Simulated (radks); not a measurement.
Values are calculated unless marked as measured or tabulated.
The bismuth ion Bi2+ inside a hard spherical wall (all orbitals vanish at R), configuration held at [Hg] 6p1 and not refilled when levels cross. Level of theory: scalar-relativistic Kohn-Sham, PBE, spin-polarised, spherical densities, finite nucleus; open shells are filled with parallel spins first (spin-orbit coupling, left out, can overturn this in heavy ions); Fermi nuclear charge, rms radius 5.5211 fm (a radial shooting solver on a logarithmic mesh with Libxc functionals). Eigenvalues in eV for spin up, with the zero of energy where the potential of the charges vanishes at infinity; a dash marks a level that is unbound or too diffuse for the functional's potential to be trusted. A positive occupied level is held by the wall or, in an anion where self-interaction has pushed it up, behind a barrier. The pressure on the wall is -dE/dV.

| R (bohr) | E (hartree) | kinetic (hartree) | e(5p) | e(5d) | e(6s) | e(6p) | e(7s, empty) | e(6d, empty) | pressure (GPa) |
|---|---|---|---|---|---|---|---|---|---|
| free | -21523.4262 | 24394.360 | -113.44 | -44.603 | -31.035 | -19.594 | -10.209 | -9.090 | 0 |
| 20 | -21523.4262 | 24394.360 | -113.44 | -44.603 | -31.035 | -19.594 | -10.209 | -9.090 | < 0.0001 |
| 15 | -21523.4262 | 24394.360 | -113.44 | -44.603 | -31.035 | -19.594 | -10.209 | -9.090 | < 0.0001 |
| 6 | -21523.4217 | 24394.405 | -113.29 | -44.465 | -30.927 | -19.404 | -7.083 | -7.511 | 0.535 |
| 5 | -21523.3986 | 24394.588 | -112.85 | -44.051 | -30.562 | -18.704 | -1.775 | -4.888 | 4.65 |
| 3.5 | -21522.9847 | 24397.035 | -109.17 | -40.639 | -26.191 | -11.199 | 30.466 | 11.476 | 164 |
| 3 | -21522.2217 | 24400.946 | -104.94 | -36.637 | -19.608 | -1.194 | 62.949 | 28.607 | 652 |
| 2 | -21511.0890 | 24448.992 | -73.902 | -2.506 | 50.862 | 90.921 | 285.46 | 151.71 | 19100 |
